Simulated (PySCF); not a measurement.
SCF from a fresh guess for singlet [IrBr2]+, at the B3LYP minimum. PySCF input:

```python
from pyscf import gto, scf, dft
mol = gto.M(atom='''
Ir     0.000000     0.000000    -0.392774
Br     2.074653    -0.000000     0.480185
Br    -2.074653     0.000000     0.480185''',
    basis={'Ir': 'def2-SVP', 'Br': 'def2-SVP'},
    ecp={'Ir': 'def2-SVP'},
    charge=1, spin=0)
mf = dft.RKS(mol, xc='B3LYP')
mf.grids.atom_grid = (50, 194)
aux = {'Ir': 'def2-universal-JKFIT', 'Br': 'def2-universal-JKFIT'}
mf = mf.density_fit(auxbasis=aux)
mf.conv_tol = 1e-08
mf.diis_space = 10
mf.max_cycle = 60
mf.init_guess = 'minao'
mf.verbose = 4
mf.kernel()
```

Excerpt of the output (cycles and frontier levels):

```
init E= -5238.40609359149
  HOMO = -0.570128075999443  LUMO = -0.551354096726822  gap/eV = 0.51087
cycle= 1 E= -5250.76367520442  delta_E= -12.4  |g|= 1.86  |ddm|= 8.27
cycle= 2 E= -5241.07914263234  delta_E= 9.68  |g|= 4.59  |ddm|= 10.6
  HOMO = -0.525082960221966  LUMO = -0.498089967339036  gap/eV = 0.73452
cycle= 3 E= -5251.7632892086  delta_E= -10.7  |g|= 0.246  |ddm|= 10.1
  HOMO = -0.460755884779138  LUMO = -0.402271130228709  gap/eV = 1.59145
cycle= 4 E= -5251.77003485015  delta_E= -0.00675  |g|= 0.241  |ddm|= 0.631
  HOMO = -0.479512221275021  LUMO = -0.422201380232635  gap/eV = 1.55951
cycle= 5 E= -5251.77965615502  delta_E= -0.00962  |g|= 0.0618  |ddm|= 0.237
  HOMO = -0.48462756834687  LUMO = -0.426519717030935  gap/eV = 1.58120
cycle= 6 E= -5251.7804137663  delta_E= -0.000758  |g|= 0.03  |ddm|= 0.0439
  HOMO = -0.48517698381044  LUMO = -0.426703083993822  gap/eV = 1.59116
cycle= 7 E= -5251.78054364336  delta_E= -0.00013  |g|= 0.0184  |ddm|= 0.0141
  HOMO = -0.486493474241881  LUMO = -0.427622772399196  gap/eV = 1.60195
cycle= 8 E= -5251.78062328126  delta_E= -7.96e-05  |g|= 0.00573  |ddm|= 0.0227
  HOMO = -0.486301921231443  LUMO = -0.427500513292757  gap/eV = 1.60007
cycle= 9 E= -5251.78063189902  delta_E= -8.62e-06  |g|= 0.000321  |ddm|= 0.00548
  HOMO = -0.486286761079317  LUMO = -0.427491000237058  gap/eV = 1.59991
cycle= 10 E= -5251.78063192519  delta_E= -2.62e-08  |g|= 4.02e-05  |ddm|= 0.000415
  HOMO = -0.486286593351303  LUMO = -0.427489710778459  gap/eV = 1.59994
cycle= 11 E= -5251.78063192573  delta_E= -5.42e-10  |g|= 1.32e-05  |ddm|= 6.95e-05
  HOMO = -0.486284417012921  LUMO = -0.427488218113567  gap/eV = 1.59993
Extra cycle  E= -5251.78063192505  delta_E= 6.82e-10  |g|= 5.31e-05  |ddm|= 6.46e-05
converged SCF energy = -5251.78063192505
```

No lower solution of this spin was found by a stability analysis within the restricted form, which does not test spin polarisation.

At the minimum of this search the closed-shell solution is unstable towards spin polarisation, so a lower open-shell solution exists. With an element this heavy the missing spin–orbit coupling can shift these numbers.

The search for the lowest solution, with the stability check, took 3.5 s on 2 threads of a shared Intel Xeon 6975P-C (Granite Rapids) host, with 96 basis functions; the process peaked at 0.33 GiB.
